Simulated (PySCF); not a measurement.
# Computed properties of Mo(O)2(Cl)(OMe) (CH3ClMoO3), SMILES C[O][Mo](=[O])(=[O])[Cl], multiplicity 1

CH3ClMoO3, SMILES [Cl][Mo](=[O])([O]C)=[O], multiplicity 1. Geometry optimised at B3LYP-D3(BJ)/def2-SVP. The multiplicity is an assumed one; other spin states were not compared. The def2 effective core potentials stand for the cores of Mo; spin–orbit coupling is left out. One conformer was computed; it need not be the lowest. All values are computed for the isolated molecule unless a solvent is named; none is compared with measurement here.

**Structure.** All 21 harmonic modes at B3LYP-D3(BJ)/def2-SVP (PySCF) are real, so it is a minimum. With heavy atoms numbered as in [Mo:1](=[O:2])(=[O:3])([Cl:4])[O:5][CH3:6], the shortest bond between them is O5–C6 at 1.412 Å and the longest Mo1–Cl4 at 2.290 Å.

**Vibrations.** The strongest infrared lines (harmonic, unscaled, degenerate partners summed) lie at 1143 cm⁻¹ (247 km/mol, O 42 %, C 32 %, H 25 %), 1023 cm⁻¹ (182 km/mol, O 81 %, Mo 19 %), 1043 cm⁻¹ (145 km/mol, O 87 %, Mo 12 %). The softest mode is at 42 cm⁻¹ and the zero-point energy is 31.0 kcal/mol.

**Electronic structure.** CAM-B3LYP/def2-TZVP (PySCF) places the frontier levels at -10.72 and -1.86 eV, a gap of 8.86 eV, and gives a dipole moment of 3.81 D and a mean polarisability of 72.0 bohr³. PBE/def2-TZVP (PySCF) at the same geometry gives -7.71 and -3.52 eV, so its gap is 4.67 eV narrower. An orbital gap is neither the optical nor the fundamental gap.

**Excitations.** TDA-PBE0/def2-SVPD (PySCF) has S1 at 4.68 eV (265 nm, f = 0.001, dark); the most intense of the 10 singlets computed lies at 5.40 eV (f = 0.02). T1 (TDA) is at 4.20 eV, 0.48 eV under S1. TDA-PBE/def2-SVPD (PySCF) puts S1 at 4.35 eV. No vertical singlet excitation falls in the visible range (under 3.1 eV).
